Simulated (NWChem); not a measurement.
System: AlHBrF; SMILES [F][AlH][Br]

The following NWChem deck was run.

```
start job
memory heap 200 mb stack 900 mb global 1100 mb
geometry units angstroms noautosym nocenter noautoz
  Al    -0.529159    -1.107628     0.000708
  H     -2.041154    -1.516257     0.004379
  F      0.634605    -2.290313    -0.000329
  Br     0.153145     1.023818    -0.000398
end
basis spherical
  * library def2-tzvp
end
dft
  xc pbe0
  iterations 150
end
property
  efieldgrad
end
task dft property
```

Parts of the log:

```
             Northwest Computational Chemistry Package (NWChem) 7.3.0
             --------------------------------------------------------

                             Geometry "geometry" -> ""
                             -------------------------

 Output coordinates in angstroms (scale by  1.889725989 to convert to a.u.)

  No.       Tag          Charge          X              Y              Z
 ---- ---------------- ---------- -------------- -------------- --------------
    1 Al                  13.0000    -0.52915900    -1.10762800     0.00070800
    2 H                    1.0000    -2.04115400    -1.51625700     0.00437900
    3 F                    9.0000     0.63460500    -2.29031300    -0.00032900
    4 Br                  35.0000     0.15314500     1.02381800    -0.00039800

 Effective nuclear repulsion energy (a.u.)     206.2943835965

                              NWChem Property Module
                              ----------------------

  itol2e modified to match energy
  convergence criterion.

                                 NWChem DFT Module
                                 -----------------

 Summary of "ao basis" -> "ao basis" (spherical)
 ------------------------------------------------------------------------------
       Tag                 Description            Shells   Functions and Types
 ---------------- ------------------------------  ------  ---------------------
 Al                        def2-tzvp                13       37   5s5p2d1f
 H                         def2-tzvp                 4        6   3s1p
 F                         def2-tzvp                11       31   5s3p2d1f
 Br                        def2-tzvp                16       48   6s5p4d1f

  itol2e modified to match energy
  convergence criterion.

            General Information
            -------------------
          SCF calculation type: DFT
          Wavefunction type:  closed shell.
          No. of atoms     :     4
          No. of electrons :    58
           Alpha electrons :    29
            Beta electrons :    29
          Charge           :     0
          Spin multiplicity:     1
          Use of symmetry is: off; symmetry adaption is: off
          Maximum number of iterations: 150
          AO basis - number of functions:   122
                     number of shells:    44
          Convergence on energy requested:  1.00D-07
          Convergence on density requested:  1.00D-05
          Convergence on gradient requested:  5.00D-04

              XC Information
              --------------
                         PBE0 Method XC Functional
                     Hartree-Fock (Exact) Exchange  0.250
          PerdewBurkeErnzerhof Exchange Functional  0.750
            Perdew 1991 LDA Correlation Functional  1.000 local
           PerdewBurkeErnz. Correlation Functional  1.000 non-local

             Grid Information
             ----------------
          Grid used for XC integration:  fine
          Radial quadrature: Mura-Knowles
          Angular quadrature: Lebedev.
          Tag              B.-S. Rad. Rad. Pts. Rad. Cut. Ang. Pts.
          ---              ---------- --------- --------- ---------
          Al                  1.25      123          10.0       770
          H                   0.35       60          11.0       590
          F                   0.50       70          10.0       590
          Br                  1.15      140          11.0       974
          Grid pruning is: on
          Number of quadrature shells:   393
          Spatial weights used:  Erf1

      Superposition of Atomic Density Guess
      -------------------------------------

 Sum of atomic energies:       -2914.19171152

      Non-variational initial energy
      ------------------------------

 Total energy =   -2914.472996
 1-e energy   =   -4469.508764
 2-e energy   =    1348.741385
 HOMO         =      -0.403831
 LUMO         =      -0.000671

   convergence    iter        energy       DeltaE   RMS-Dens  Diis-err
 ---------------- ----- ----------------- --------- --------- ---------
 d= 0,ls=0.0,diis     1  -2916.6341368705 -3.12D+03  7.22D-03  1.06D+00
 d= 0,ls=0.0,diis     2  -2916.5603609634  7.38D-02  4.29D-03  1.87D+00
 d= 0,ls=0.0,diis     3  -2916.7066278075 -1.46D-01  7.67D-04  6.40D-02
 d= 0,ls=0.0,diis     4  -2916.7103666342 -3.74D-03  4.02D-04  6.72D-03
 d= 0,ls=0.0,diis     5  -2916.7110059846 -6.39D-04  7.32D-05  2.26D-04
  Resetting Diis
 d= 0,ls=0.0,diis     6  -2916.7110303794 -2.44D-05  8.70D-06  1.62D-06
 d= 0,ls=0.0,diis     7  -2916.7110305233 -1.44D-07  4.00D-06  3.01D-07
 d= 0,ls=0.0,diis     8  -2916.7110305278 -4.47D-09  2.00D-06  2.63D-07

         Total DFT energy =    -2916.711030527806
      One electron energy =    -4471.494513757301
           Coulomb energy =     1468.903433198165
    Exchange-Corr. energy =     -120.414333565195
 Nuclear repulsion energy =      206.294383596526

 Numeric. integr. density =       58.000000215179

                       DFT Final Molecular Orbital Analysis
                       ------------------------------------

 Vector   27  Occ=2.000000D+00  E=-3.577717D-01
              MO Center= -8.2D-01, -5.1D-01,  1.7D-03, r^2= 3.8D+00
   Bfn.  Coefficient  Atom+Function         Bfn.  Coefficient  Atom+Function
  ----- ------------  ---------------      ----- ------------  ---------------
    91      0.324050  4 Br py                85     -0.229151  4 Br py
    39      0.226602  2 H  s                 15     -0.216572  1 Al px
    88      0.205275  4 Br py                94      0.169805  4 Br py
    40      0.156773  2 H  s                 38      0.138800  2 H  s
    16     -0.127965  1 Al py                49      0.124443  3 F  px

 Vector   28  Occ=2.000000D+00  E=-3.357933D-01
              MO Center=  1.1D-01,  8.7D-01, -3.8D-04, r^2= 1.7D+00
   Bfn.  Coefficient  Atom+Function         Bfn.  Coefficient  Atom+Function
  ----- ------------  ---------------      ----- ------------  ---------------
    92      0.511836  4 Br pz                86     -0.344851  4 Br pz
    89      0.307185  4 Br pz                95      0.281744  4 Br pz
    83      0.105215  4 Br pz                17      0.090747  1 Al pz
    51     -0.046157  3 F  pz                22      0.040018  1 Al d -1
    20      0.039646  1 Al pz                54     -0.038168  3 F  pz

 Vector   29  Occ=2.000000D+00  E=-3.272081D-01
              MO Center=  1.7D-02,  7.5D-01, -1.3D-04, r^2= 2.2D+00
   Bfn.  Coefficient  Atom+Function         Bfn.  Coefficient  Atom+Function
  ----- ------------  ---------------      ----- ------------  ---------------
    90      0.495467  4 Br px                84     -0.334440  4 Br px
    87      0.299612  4 Br px                93      0.276253  4 Br px
    91     -0.107579  4 Br py                81      0.101992  4 Br px
    39      0.089182  2 H  s                 85      0.071396  4 Br py
    88     -0.063812  4 Br py                 4      0.061329  1 Al s

 Vector   30  Occ=0.000000D+00  E=-4.836896D-02
              MO Center= -7.0D-01, -9.6D-01, -6.9D-03, r^2= 4.1D+00
   Bfn.  Coefficient  Atom+Function         Bfn.  Coefficient  Atom+Function
  ----- ------------  ---------------      ----- ------------  ---------------
    20      0.683794  1 Al pz                17      0.461785  1 Al pz
    95     -0.234396  4 Br pz                92     -0.140466  4 Br pz
    51     -0.117541  3 F  pz                89     -0.105708  4 Br pz
     8     -0.104458  1 Al pz                86      0.103718  4 Br pz
    57     -0.102018  3 F  pz                29      0.099678  1 Al d  1

 Vector   31  Occ=0.000000D+00  E=-2.498879D-02
              MO Center= -3.6D-01, -8.1D-01,  8.4D-03, r^2= 4.6D+00
   Bfn.  Coefficient  Atom+Function         Bfn.  Coefficient  Atom+Function
  ----- ------------  ---------------      ----- ------------  ---------------
     5      1.164976  1 Al s                 40     -0.507427  2 H  s
    80     -0.386509  4 Br s                  4      0.383514  1 Al s
    94      0.358344  4 Br py                 3     -0.219938  1 Al s
    48     -0.190920  3 F  s                 91      0.179430  4 Br py
    79     -0.157608  4 Br s                 18      0.154400  1 Al px

 Vector   32  Occ=0.000000D+00  E= 2.745833D-02
              MO Center= -9.3D-01, -9.6D-01,  1.1D-03, r^2= 5.7D+00
   Bfn.  Coefficient  Atom+Function         Bfn.  Coefficient  Atom+Function
  ----- ------------  ---------------      ----- ------------  ---------------
    19      0.967506  1 Al py                80     -0.449560  4 Br s
    18     -0.351252  1 Al px                93      0.316868  4 Br px
    26     -0.262627  1 Al d -2               5      0.213164  1 Al s
    16      0.197200  1 Al py                94      0.164510  4 Br py
    48      0.131753  3 F  s                 40     -0.123043  2 H  s

     Multipole analysis of the density
     ---------------------------------

     L   x y z        total         alpha         beta         nuclear
     -   - - -        -----         -----         ----         -------
     0   0 0 0     -0.000000    -29.000000    -29.000000     58.000000

     1   1 0 0     -0.484167     -2.274766     -2.274766      4.065366
     1   0 1 0      0.052848      0.682734      0.682734     -1.312619
     1   0 0 1     -0.000594      0.002829      0.002829     -0.006251

     2   2 0 0    -28.081614    -35.916808    -35.916808     43.752002
     2   1 1 0      1.979723     -4.582973     -4.582973     11.145670
     2   1 0 1      0.007636      0.035638      0.035638     -0.063640
     2   0 2 0    -29.728202   -197.247052   -197.247052    364.765902
     2   0 1 1      0.002477      0.044653      0.044653     -0.086829
     2   0 0 2    -24.278673    -12.139394    -12.139394      0.000115

          -----------------------
          Electric field gradient
          -----------------------

 1 a.u. = 0.324123 10**(16) esu/cm**3  ( or statvolts/cm**2 ) = 0.97174 10**(22) v/m**2

 ------------------------------------------------------------
   Atom      X         Y         Z
 ------------------------------------------------------------
    1 Al  -0.99997  -2.09311   0.00134
 ------------------------------------------------------------

 Electric field gradient in molecular frame (a.u.)
         XX             YY             ZZ             XY             XZ             YZ
 ------------------------------------------------------------------------------------------
        0.778875       0.315276      -1.094151       0.010516      -0.003381      -0.000682

 Principal components (a.u.) and orientation
 of principal axis w.r.t. absolute frame                      Asymmetry parameter eta
 --------------------------------------------------------------------------------------
       -1.094157       0.779119       0.315038                       0.424145

        0.001802       0.999741      -0.022669
        0.000471       0.022668       0.999743
        0.999998      -0.001813      -0.000430

 ------------------------------------------------------------
   Atom      X         Y         Z
 ------------------------------------------------------------
    2 H   -3.85722  -2.86531   0.00828
 ------------------------------------------------------------

 Electric field gradient in molecular frame (a.u.)
         XX             YY             ZZ             XY             XZ             YZ
 ------------------------------------------------------------------------------------------
       -0.107791       0.049182       0.058609      -0.045541       0.000391       0.000106

 Principal components (a.u.) and orientation
 of principal axis w.r.t. absolute frame                      Asymmetry parameter eta
 --------------------------------------------------------------------------------------
       -0.120047       0.061437       0.058610                       0.023553

        0.965643      -0.259864       0.002225
        0.259863       0.965645       0.000457
       -0.002267       0.000137       0.999997

 ------------------------------------------------------------
   Atom      X         Y         Z
 ------------------------------------------------------------
    3 F    1.19923  -4.32806  -0.00062
 ------------------------------------------------------------

 Electric field gradient in molecular frame (a.u.)
         XX             YY             ZZ             XY             XZ             YZ
 ------------------------------------------------------------------------------------------
       -0.001550      -0.104434       0.105984       0.535030      -0.000466      -0.000375

 Principal components (a.u.) and orientation
 of principal axis w.r.t. absolute frame                      Asymmetry parameter eta
 --------------------------------------------------------------------------------------
       -0.590489       0.484506       0.105983                       0.641033

       -0.672419       0.740170       0.001132
        0.740171       0.672418       0.001098
       -0.000052      -0.001577       0.999999

 ------------------------------------------------------------
   Atom      X         Y         Z
 ------------------------------------------------------------
    4 Br   0.28940   1.93474  -0.00075
 ------------------------------------------------------------

 Electric field gradient in molecular frame (a.u.)
         XX             YY             ZZ             XY             XZ             YZ
 ------------------------------------------------------------------------------------------
        1.478600      -2.359822       0.881222      -1.277856      -0.001444       0.000449

 Principal components (a.u.) and orientation
 of principal axis w.r.t. absolute frame                      Asymmetry parameter eta
 --------------------------------------------------------------------------------------
       -2.746319       1.865099       0.881220                       0.358254

        0.289505       0.957175       0.001472
        0.957177      -0.289504      -0.000442
       -0.000003      -0.001537       0.999999
```

Level: PBE0/def2-TZVP. The geometry was optimised at PBE0/def2-SVP. NWChem prints the field gradient with the sign opposite to the second derivative of the potential.
